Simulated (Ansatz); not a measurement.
ClF2In (`[F][In]([F])[Cl]`). The species carries charge 0 and has multiplicity 1. In: def2 effective core potential. The structure was optimised at the PBE0-D4/def2-TZVP level.

```xyz
4

F    -1.070    0.821   -1.409
In   -0.042    0.029    0.009
F    -0.697    0.390    1.780
Cl    1.809   -1.240   -0.380
```

Problem. What is the dipole moment at B3LYP/def2-TZVPP? (Estimate.)

Solution. The calculation gave: 1.25 D, with components (1.02, -0.70, -0.21) D in this frame, pointing from negative to positive charge.

Problem. And with PBE, r2SCAN, ωB97M-V? (Estimate.)

Solution. Ansatz gave: PBE 1.13 D, r2SCAN 1.12 D, ωB97M-V 1.19 D.

Problem. Give the Mulliken charges with B3LYP, ωB97M-V, r2SCAN in def2-TZVPP. (Estimate.)

Solution. The calculation gave: 
| atom | B3LYP | ωB97M-V | r2SCAN |
| --- | --- | --- | --- |
| F1 | -0.44 | -0.45 | -0.44 |
| In2 | 1.18 | 1.18 | 1.18 |
| F3 | -0.44 | -0.45 | -0.44 |
| Cl4 | -0.29 | -0.28 | -0.31 |

B3LYP here is the variant with VWN-RPA as its local correlation; programs differ in this.
